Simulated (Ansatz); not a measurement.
`[OH][InH][ZnH]` + `O[SiH2]F` → `F[SiH2][O][ZnH]` + `[OH][InH2]` at 500 K and 1 bar (cleavage of the Zn–In bond).

Computed with Ansatz on PBE0-D4/def2-TZVP structures; ΔE is electronic, products minus reactants. CBS: MP2 limit from def2 TZ/QZ plus the TZ coupled-cluster correction, frozen cores. Elements past krypton have def2 core potentials. For In, Zn outer-core shells are correlated without core-valence functions, which leaves a few kJ/mol of doubt a bond. Scalar relativity is left out up to krypton. One conformer a species, not always the lowest.

```json
{"species": "`[OH][InH][ZnH]`", "CCSD(T)/CBS energy (Eh)": "-2045.17442", "H − E (kJ/mol)": "104.0", "S (J/(mol·K))": "387.2"}
{"species": "`O[SiH2]F`", "CCSD(T)/CBS energy (Eh)": "-465.96250", "H − E (kJ/mol)": "118.8", "S (J/(mol·K))": "315.1"}
{"species": "`F[SiH2][O][ZnH]`", "CCSD(T)/CBS energy (Eh)": "-2244.35972", "H − E (kJ/mol)": "120.1", "S (J/(mol·K))": "392.6"}
{"species": "`[OH][InH2]`", "CCSD(T)/CBS energy (Eh)": "-266.78179", "H − E (kJ/mol)": "92.5", "S (J/(mol·K))": "311.9"}
```

H − E and S are ideal-gas, rigid-rotor, harmonic terms from PBE0-D4/def2-TZVP, for one conformer and one mirror image of each species. 1 Eh = 2625.50 kJ/mol, R = 8.31446 J/(mol·K).

Q: By hand: ΔE, ΔH, ΔS and ΔG.

A: ΔE = (-2244.35972) + (-266.78179) − (-2045.17442) − (-465.96250) = -0.00459 Eh = -12.1 kJ/mol. Δ(H − E) = 120.1 + 92.5 − 104.0 − 118.8 = -10.2, so ΔH = -22.3 kJ/mol. ΔS = 392.6 + 311.9 − 387.2 − 315.1 = 2.2 J/(mol·K). ΔG = -22.3 − 500 × (2.2)/1000 = -23.4 kJ/mol.

Q: By hand: the equilibrium constant, and the temperature at which ΔG would vanish if ΔH and ΔS stayed fixed.

A: log₁₀ K = −ΔG/(RT ln 10) = 2.4. ΔH and −TΔS have one sign here, so there is no such temperature. One of them is within its doubt of zero, so this could turn.

The number of gas molecules stays the same, so ΔS is small and ΔH decides. A doubt of 5 kJ/mol in ΔE shifts log₁₀ K by 0.5 here. Other conformers and mirror images would add mixing entropy, several J/(mol·K) or more a flexible species. Modes under 60 cm⁻¹, often nearly free rotors, make the harmonic entropy too high. These are equilibria of isolated gas molecules and say nothing of rates. Largest T1 diagnostic: 0.017 (customary marks: 0.02 for closed shells, 0.045 for open ones).
